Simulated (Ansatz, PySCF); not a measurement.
C₅H₄F₂O, SMILES C(=CO/C(=C\F)F)=C. Atoms are numbered in the order given.

```xyz
12

C     -2.6798     0.4222    -0.9791
C     -1.7856    -0.4747    -0.6488
C     -0.9052    -1.3837    -0.3084
O      0.3033    -1.1450     0.3387
C      0.5830     0.1087     0.7246
F     -0.1950     0.5838     1.7011
C      1.5819     0.8470     0.2381
F      2.3538     0.4016    -0.7563
H     -3.4912     0.7010    -0.2952
H     -2.6503     0.9330    -1.9495
H     -1.0262    -2.4505    -0.5071
H      1.8338     1.8327     0.6315
```

Geometry optimised at B3LYP-D3(BJ)/def2-SVP. The structure was generated by enumeration; whether it is a known compound was not checked. Other conformers were not sampled.

Two levels are set side by side: PBE-D3(BJ)/def2-SVP (Ansatz, a first-principles code) and B3LYP-D3(BJ)/def2-SVP (Ansatz). Each level has its own optimised geometry; the coordinates shown are those of the second. Frequencies come from the Hessian of PySCF at each geometry. Differences are taken from unrounded values.

| quantity | B3LYP-D3(BJ) |
|---|---|
| mean bond length (Å) | 1.249 |
| bond C1–C2 (Å) | 1.309 |
| bond C2–C3 (Å) | 1.311 |
| bond C3–O4 (Å) | 1.391 |
| bond O4–C5 (Å) | 1.341 |
| bond C5–F6 (Å) | 1.336 |
| bond C5–C7 (Å) | 1.334 |
| bond C7–F8 (Å) | 1.335 |
| bond C1–H9 (Å) | 1.097 |
| bond C1–H10 (Å) | 1.097 |
| bond C3–H11 (Å) | 1.092 |
| bond C7–H12 (Å) | 1.091 |
| highest harmonic wavenumber (cm⁻¹) | 3234 |
| mean harmonic wavenumber (cm⁻¹) | 1148 |
| zero-point energy (kcal/mol) | 49.22 |

Problem. What does PBE-D3(BJ) give, and how far is it from B3LYP-D3(BJ)? (The exact figures need the calculation; the answer reports its results.)

Solution. 
```
quantity                            PBE-D3(BJ)  PBE-D3(BJ) minus B3LYP-D3(BJ)
----------------------------------  ----------  -----------------------------
mean bond length (Å)                     1.257                          0.008
bond C1–C2 (Å)                           1.316                          0.008
bond C2–C3 (Å)                           1.319                          0.009
bond C3–O4 (Å)                           1.398                          0.006
bond O4–C5 (Å)                           1.349                          0.008
bond C5–F6 (Å)                           1.343                          0.007
bond C5–C7 (Å)                           1.346                          0.012
bond C7–F8 (Å)                           1.340                          0.005
bond C1–H9 (Å)                           1.106                          0.008
bond C1–H10 (Å)                          1.105                          0.008
bond C3–H11 (Å)                          1.100                          0.008
bond C7–H12 (Å)                          1.100                          0.009
highest harmonic wavenumber (cm⁻¹)        3157                            -77
mean harmonic wavenumber (cm⁻¹)           1112                            -35
zero-point energy (kcal/mol)             47.70                          -1.52
```

GGA bonds tend to be longer and softer than those of functionals with exact exchange. Differences between two approximate levels are no errors against the true value.
